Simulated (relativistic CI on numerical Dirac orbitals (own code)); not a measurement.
**V³⁺ in a cubic cluster: 1s photoemission with charge transfer**

Computed with a charge-transfer multiplet model of a cubic metal-ligand cluster with up to 2 ligand holes, Slater and spin-orbit integrals from Dirac-Coulomb-Breit ions, Slater integrals scaled by 0.9. The ground state mixes d2 with configurations of k ligand holes L, whose averages lie at kΔ + k(k − 1)U_dd/2; a core hole lowers each added d electron by U_cd. 300 K, Lorentzian 1.1 eV and Gaussian 0.6 eV FWHM.

Atomic integrals in eV (Slater integrals scaled, ζ unscaled), ground: F2dd 9.064, F4dd 5.680, zeta_d 0.024; with the core hole: F2dd 10.621, F4dd 6.689, zeta_d 0.040, G2cd 0.050.

Cluster parameters (eV): Δ = 3.8, U_dd = 4.4, 10Dq = 1.15, 10Dq(ligand) = 0.9, V(eg) = 2.5, V(t2g) = -1.25, final-state hopping factor = 1.

```
         Case   n_d    d2   d3L  d4L2     S
U_cd = 5.1 eV  2.59  0.49  0.44  0.08  1.00
U_cd = 5.7 eV  2.59  0.49  0.44  0.08  1.00
U_cd = 6.9 eV  2.59  0.49  0.44  0.08  1.00
```

Weights, n_d and S are thermal averages at 300 K. Binding energies count from the first peak over 30 % of the highest in each spectrum, which can be another peak from case to case. The parameters are a model scan and need not match a compound or its usual spin state. Peaks in eV (height, largest 100):
- U_cd = 5.1 eV: 0.0 (100), 9.8 (10)
- U_cd = 5.7 eV: 0.0 (100), 9.9 (11)
- U_cd = 6.9 eV: 0.0 (100), 11.0 (15)

For the case U_cd = 5.1 eV, Δ = 3.8 eV is smaller than U_dd = 4.4 eV, the charge-transfer side of the Zaanen-Sawatzky-Allen scheme. With the core hole the configuration with one ligand hole lies at Δ − U_cd = -1.3, -1.9, -3.1 eV from the one without, in the order of the table; where this is negative the screened configuration lies lower, though the effective hopping of about 5.3 eV (from the holes of the mixed ground state) mixes the two strongly wherever it is as large as the gap.
